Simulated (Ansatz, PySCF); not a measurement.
Reaction (SMILES): N[SiH2]N[SiH3] + 3 [H][H] (H2) -> 2 N (NH3) + 2 [SiH4] (SiH4)
Each molecule is optimised on its own at B3LYP-D3(BJ)/def2-TZVP (Ansatz, an electronic-structure program), one conformer each, not searched for the lowest. Frequencies are from Ansatz or PySCF.
Geometry of the first species:
```xyz
12

N      2.2216     0.9187    -0.0011
Si     1.0984    -0.3576    -0.2317
N     -0.3869     0.0113     0.5648
Si    -2.0129    -0.1240    -0.0083
H      2.0493     1.8538    -0.3341
H      3.2059     0.7277     0.0922
H      1.7970    -1.5497     0.3087
H      0.6933    -0.6302    -1.6328
H     -0.2888     0.2867     1.5341
H     -1.9949    -0.0504    -1.4854
H     -2.8255     0.9869     0.5454
H     -2.6764    -1.3935     0.3853
```

Wanted: energy of full hydrogenation (enthalpy at 298 K, with B3LYP-D3(BJ) rigid-rotor harmonic-oscillator terms), in eV. Valence correlation only, unless marked. No spin-orbit coupling. Non-relativistic. CBS marks a two-point X^-3 extrapolation of the correlation energy; Hartree-Fock from the larger set.

CCSD(T)/CBS(cc-pV(T+d)Z,cc-pV(Q+d)Z) (Ansatz) gives 1.45 eV.

Problem. Another calculation gave 1.24 eV. Which level was it?
A. B97M-V/def2-TZVPD (Ansatz)
B. BLYP/def2-TZVPD (Ansatz)
C. B2GP-PLYP/def2-TZVPD (Ansatz)

Solution. A, B97M-V/def2-TZVPD (Ansatz). The others give 1.04 (BLYP), 1.37 (B2GP-PLYP) eV.
